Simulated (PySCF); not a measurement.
Two species compared at the same levels of theory.

First species: C5H7FOSi.
SMILES: `C1C[Si@@](F)(CC#C)O1`

Second species: C5H7FOSi.
Cartesian coordinates in Å at the GFN2-xTB level; atoms count from 1:
```xyz
15
C5H7FOSi angstrom
F     -3.4086    0.5069    1.0480
C     -2.1791    0.3454    0.5471
C     -1.1357    1.1600    0.7210
C      0.0158    0.6049   -0.0757
O      1.1978    0.5211    0.6450
Si     2.5390   -0.3567    0.4026
C     -0.5469   -0.6807   -0.6263
C     -1.8335   -0.7932   -0.2875
H     -1.0767    2.0611    1.2974
H      0.1815    1.2774   -0.9391
H      2.2770   -1.7920    0.5332
H      3.0956   -0.1176   -0.9339
H      3.3506    0.1921    1.4746
H      0.0451   -1.3498   -1.2207
H     -2.5262   -1.5710   -0.5500
```

Levels: PBE0/def2-SVPD for dipole moment, HOMO energy, LUMO energy, HOMO–LUMO gap, static isotropic polarisability and electronic spatial extent ⟨r²⟩ about the centre of nuclear charge; TDDFT PBE0/def2-SVPD for lowest singlet excitation; TDA PBE0/def2-SVPD for lowest triplet excitation (Tamm–Dancoff); GFN2-xTB for rotational constant A and rotational constant C. Geometries: GFN2-xTB. Each species is one conformer at its optimised geometry, gas phase, non-relativistic unless stated. Electronic properties by PySCF.

The conformers computed, where there is a choice (atom-mapped SMILES and torsion angles):
- `[CH:1]#[C:2][CH2:3][Si@:4]1([F:5])[CH2:6][CH2:7][O:8]1`: C2–C3–Si4–F5 54°
- `[F:1][C:2]1=[CH:3][C@@H:4]([O:5][SiH3:6])[CH:7]=[CH:8]1`: C3–C4–O5–Si6 160°

| property | column X | column Y |
| --- | --- | --- |
| dipole moment | 2.36 D | 1.88 D |
| HOMO energy | -7.68 eV | -6.78 eV |
| LUMO energy | 0.31 eV | -1.35 eV |
| HOMO–LUMO gap | 7.99 eV | 5.43 eV |
| lowest singlet excitation | 6.60 eV | 4.56 eV |
| lowest triplet excitation (Tamm–Dancoff) | 5.40 eV | 2.80 eV |
| static isotropic polarisability | 80.7 au | 84.0 au |
| electronic spatial extent ⟨r²⟩ about the centre of nuclear charge | 1228 bohr² | 1400 bohr² |
| rotational constant A | 3.607 GHz | 5.383 GHz |
| rotational constant C | 1.010 GHz | 0.784 GHz |

Task: Which column belongs to which species?

Result: Column X is the first species and column Y the second. The first has 15 atoms and 68 electrons, the second 15 and 68.

Task: How does each property change from the first species to the second?

Result: dipole moment -0.48 D; HOMO energy +0.90 eV; LUMO energy -1.66 eV; HOMO–LUMO gap -2.56 eV; lowest singlet excitation -2.04 eV; lowest triplet excitation (Tamm–Dancoff) -2.60 eV; static isotropic polarisability +3.3 au; electronic spatial extent ⟨r²⟩ about the centre of nuclear charge +172 bohr²; rotational constant A +1.776 GHz; rotational constant C -0.226 GHz.

On the first: In atomic units the dipole is 0.93 e·bohr (1 au = 2.5417 D). No computed singlet falls in the visible range (750 to 380 nm, 1.65 to 3.26 eV); S1 lies 3.34 eV above its blue end.

On the second: S1 lies 0.87 eV below the HOMO–LUMO gap; its leading configuration is HOMO→LUMO, weight 0.98. No computed singlet falls in the visible range (750 to 380 nm, 1.65 to 3.26 eV); S1 lies 1.30 eV above its blue end.
